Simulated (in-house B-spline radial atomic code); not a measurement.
# RPA and G0W0 on BLYP: P³⁺

Configuration [Ne] 3s2, mean-field start BLYP. Computed with a B-spline radial code for spherical atoms: all electrons, non-relativistic, point nucleus, each spin shell either full or empty, empty states to l = 9 with an (l + 1/2)⁻⁴ tail; G0W0 by contour deformation at full frequency.

Command:
```bash
python run_gw.py task.json out
```
Settings (radii: box in bohr, nucleus in fm):
```
Z                        15
electrons                12
configuration            [Ne] 3s2
hamiltonian              nr
method                   b88,lyp
lmax                     9
spin_polarised           False
box_radius               14.14
intervals                48
ion_configuration        [Ne] 3s1
```

Cost of the run: 1 s on 1 thread of Intel(R) Xeon(R) 6975P-C (Granite Rapids), on a shared host.

Energies (hartree):

```csv
term,value
mean-field total,-339.07785
Hartree-Fock functional on these orbitals,-338.55312
direct second order,-0.85932
second-order exchange,0.31441
SOSEX correction,0.27601
```

(1) What is the RPA correlation energy, and what remains with SOSEX?

Quasi-particle levels (eV):

```csv
level,occupied,mean field,Σx - vxc,Σc,QP weight,G0W0
3s,yes,-45.47,-4.39,?,?,?
3p,no,-35.35,6.52,-1.85,0.927,-30.67
```

G0W0 = mean field + (Σx - vxc) + Σc, with Σc (partial-wave tail included) taken at the quasi-particle energy. Levels of low weight are left out.

(2) Where does G0W0 put 3s?

(3) What does it cost to remove one electron (to [Ne] 3s1) by differences of total energies, each species on its own start (correlation terms add to the Hartree-Fock functional)?

Answers

(1) RPA gives -0.74255 hartree (-1.68 eV per electron); RPA + SOSEX gives -0.46654, and the second-order doubles -0.54491 hartree (no singles). RPA lacks exchange-type terms and so overcorrelates at short range.

(2) At -51.74 eV, with Σc = -1.88 eV and a quasi-particle weight of 0.942. The tabulated removal energy is 51.444 eV (NIST, measured); the calculation leaves out relativity, Breit and QED terms, and what these don't explain is the method's own error.

(3) BLYP 51.38 eV, Hartree-Fock functional 49.66 eV, + RPA 51.86 eV, + RPA + SOSEX 51.29 eV, + second order 52.07 eV. Tabulated: 51.444 eV (NIST, measured); the calculation leaves out relativity, Breit and QED terms, and what these don't explain is the method's own error.
